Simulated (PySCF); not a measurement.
CaO2, SMILES [O]1[O][Ca]1. Heavy atoms are numbered as in [Ca:1]1[O:2][O:3]1.

Geometry optimised at PBE0-D3(BJ)/def2-TZVP.

Method: PBE/pcSseg-2 (PySCF).

GIAO shieldings, no solvent; atoms alike by connectivity are averaged. δ = σ(ref) − σ: ¹⁷O against H2O (σ = 327.5 ppm), references at their B3LYP-D3(BJ)/def2-TZVP geometries, non-relativistic.

Task: Estimate the chemical shifts. (Estimate from the structure and the level; the computed values follow.)

Result: 
```csv
nucleus,atoms,count,δ (ppm)
¹⁷O,O2,2,768.7
```
